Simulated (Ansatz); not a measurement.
Total energies of C$_{2}$H$_{2}$AlFO$_{2}$ (`O=[C]1O[CH](F)[AlH]1`).

```xyz
8

O     0.804    2.296    0.796
C     0.520    1.218    0.402
O    -0.651    0.561    0.850
C    -0.802   -0.664    0.162
F    -1.811   -0.516   -0.783
Al    0.990   -0.414   -0.683
H    -1.139   -1.419    0.871
H     2.089   -1.062   -1.615
```

The species carries charge 0 and has multiplicity 1. Geometry: relaxed with PBE0-D4/def2-TZVP. Basis def2-TZVPP, Ansatz.

RPA on PBE orbitals: Hartree–Fock energy of these orbitals -567.99220 Eh, correlation -1.69103 Eh (frozen core).

```json
{"functional": "LDA (SPW92)", "energy without D4 (Eh)": "-566.80077", "D4 term (kJ/mol)": "–"}
{"functional": "PBE", "energy without D4 (Eh)": "-569.76605", "D4 term (kJ/mol)": "-16.1"}
{"functional": "revPBE", "energy without D4 (Eh)": "-570.08917", "D4 term (kJ/mol)": "-50.7"}
{"functional": "BLYP", "energy without D4 (Eh)": "-570.19841", "D4 term (kJ/mol)": "-36.0"}
{"functional": "r2SCAN", "energy without D4 (Eh)": "-570.05491", "D4 term (kJ/mol)": "-3.8"}
{"functional": "B97M-V", "energy without D4 (Eh)": "-570.10051", "D4 term (kJ/mol)": "–"}
{"functional": "PBE0", "energy without D4 (Eh)": "-569.77793", "D4 term (kJ/mol)": "-13.5"}
{"functional": "B3LYP", "energy without D4 (Eh)": "-570.25960", "D4 term (kJ/mol)": "-26.2"}
{"functional": "r2SCANh", "energy without D4 (Eh)": "-570.03047", "D4 term (kJ/mol)": "-4.1"}
{"functional": "r2SCAN0", "energy without D4 (Eh)": "-569.99564", "D4 term (kJ/mol)": "-4.5"}
{"functional": "HSE06 (plane-wave form)", "energy without D4 (Eh)": "-569.75777", "D4 term (kJ/mol)": "-12.6"}
{"functional": "BHLYP", "energy without D4 (Eh)": "-570.07543", "D4 term (kJ/mol)": "-20.0"}
{"functional": "CAM-B3LYP", "energy without D4 (Eh)": "-570.13402", "D4 term (kJ/mol)": "-13.7"}
{"functional": "LC-ωPBE", "energy without D4 (Eh)": "-569.95077", "D4 term (kJ/mol)": "–"}
{"functional": "ωB97X-V", "energy without D4 (Eh)": "-570.09097", "D4 term (kJ/mol)": "–"}
{"functional": "ωB97M-V", "energy without D4 (Eh)": "-570.13643", "D4 term (kJ/mol)": "–"}
{"functional": "B2PLYP", "energy without D4 (Eh)": "-569.90977", "D4 term (kJ/mol)": "–"}
{"functional": "PBE-QIDH", "energy without D4 (Eh)": "-569.63673", "D4 term (kJ/mol)": "–"}
```

B3LYP takes the VWN-RPA correlation (the form of Gaussian; ORCA's B3LYP/G). HSE06 is the plane-wave form, built on full-range PBE exchange. The double hybrids freeze the cores in their second-order part.

LC-ωPBE has ω = 0.4 bohr⁻¹.
